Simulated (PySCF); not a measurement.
F⁺: ionisation energy

F⁺ [He] 2s2 2p4 (3P) → F²⁺ [He] 2s2 2p3 (4S), as a difference of total energies. All numbers are calculated (PySCF 2.14, the non-relativistic Hamiltonian (point nucleus), in dyall-av3z (15s9p3d2f, 71 functions)). Correlated levels: valence: 1s2 frozen; virtual orbitals above 40 to 60 times the deepest correlated orbital energy dropped. The calculations carry no spin-orbit coupling.

| method | ionisation energy (eV) |
| --- | --- |
| UHF | 33.390 |
| LDA | 35.281 |
| PBE | 35.426 |
| PBE0 | 35.255 |
| r2SCAN | 35.123 |
| MN15 | 35.346 |
| revPBE | 35.347 |
| r2SCANh | 35.081 |
| PW91 | 35.540 |
| MP2 (valence) | 34.646 |
| SCS-MP2 (valence) | 34.756 |

A first-order spin-orbit estimate (lowest level to lowest level, LS coupling) adds 0.020 eV.

Errors of the correlated levels include the incompleteness of this basis and the frozen core.

Problem. Which method comes closest to the reference value, and which is furthest?

Solution. The reference is 34.971 eV (measured; NIST Atomic Spectra Database, ionization energies). Closest: r2SCANh (error 0.130 eV); furthest: UHF (error -1.561 eV), both after the spin-orbit estimate.
